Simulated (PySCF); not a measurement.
Compound: C₅H₇OS₂ (doublet state).
Structure used (GFN2-xTB), in Å, numbered top down from 1:
```
atom  x, y, z in Å
C1     2.709   -0.218   -0.733
O2     1.843   -0.246    0.377
C3     0.526   -0.269    0.128
C4    -0.454   -0.307    1.108
C5    -1.738   -0.304    0.623
C6    -1.838   -0.124   -0.823
S7    -2.607    1.567   -1.252
S8    -0.151   -0.266   -1.485
H9     3.719   -0.222   -0.329
H10    2.558   -1.095   -1.370
H11    2.549    0.684   -1.331
H12   -0.199   -0.349    2.151
H13   -2.626   -0.306    1.227
H14   -2.497   -0.800   -1.363
H15   -1.800    2.264   -0.457
```

The hyperfine couplings belong to this conformer and change with its torsions.

Identity: `COC1=C[CH][C@@H](S)S1` [radical].

Level of theory: UKS B3LYP, pcH-1 on C H O S, non-relativistic, mean-field spin-orbit, GIAO (PySCF 2.14.0). Isolated species at its GFN2-xTB geometry (one conformer only). A GFN2-xTB geometry isn't a minimum of the functional, and hyperfine couplings can be far from their values at a DFT geometry. Stability of the SCF solution: not tested.

Q: What is the g tensor, term by term?

A: 
| Δg (ppm) | 1 | 2 | 3 |
| --- | --- | --- | --- |
| relativistic mass correction | -205 | -205 | -205 |
| gauge correction | -11 | 29 | 34 |
| orbital Zeeman/spin–orbit | -2486 | 2666 | 3442 |
| total | -2702 | 2490 | 3271 |

So g = 1.99962, 2.00481, 2.00559 and g_iso = 2.00334; the tensor is close to axial: the two nearest values differ by 13 % of g3 − g1. Axes: g3 points within 4° of the C5–C6 bond.

Q: What effective moment and Curie constant follow for a powder?

A: With the mean of g² = 4.0134 and S(S+1) = 0.75: μ_eff = √(⟨g²⟩S(S+1)) = 1.735 μB and χT = 0.12505·⟨g²⟩·S(S+1) = 0.376 cm³ K/mol (cgs; spin-Hamiltonian part alone).

Q: At 93.712 GHz, how far is the centre of the isotropic spectrum from where a free electron (g = 2.002319) resonates?

A: B = hν/(g μB) with μB/h = 13.99624 MHz/mT gives 3343.88 mT for the free electron and 3342.17 mT at g_iso, 1.70 mT lower.

Q: What are the electron Larmor frequencies g μB B/h along the three axes at 3350 mT?

A: 93.7569, 94.0004, 94.0370 GHz for g1, g2 and g3, a range of 280.0 MHz.

Q: In a frozen sample, at which fields do the three g values resonate at 9.5, 34, 94 and 263 GHz (hyperfine left aside), and which band first spreads them over more than twice a line width of 0.5 mT?

A: 
```json
{"band": "X", "GHz": "9.5", "B(g3) mT": "338.43", "B(g2) mT": "338.56", "B(g1) mT": "339.44", "spread mT": "1.01"}
{"band": "Q", "GHz": "34.0", "B(g3) mT": "1211.23", "B(g2) mT": "1211.70", "B(g1) mT": "1214.84", "spread mT": "3.62"}
{"band": "W", "GHz": "94.0", "B(g3) mT": "3348.68", "B(g2) mT": "3349.99", "B(g1) mT": "3358.69", "spread mT": "10.00"}
{"band": "J", "GHz": "263.0", "B(g3) mT": "9369.19", "B(g2) mT": "9372.84", "B(g1) mT": "9397.17", "spread mT": "27.98"}
```

The spread grows in proportion to the frequency. X band is the first where it exceeds 1.0 mT.

Largest spin populations (Mulliken): C5 (+0.52), C3 (+0.42), C4 (-0.15) and S7 (+0.13). The positive populations add up to 1.24 and the negative ones to -0.24, together 2S = 1. The angles at C5 add up to 359.6°, so it is planar.

The HOMO–LUMO gaps are 4.12 eV among the α and 4.43 eV among the β orbitals.
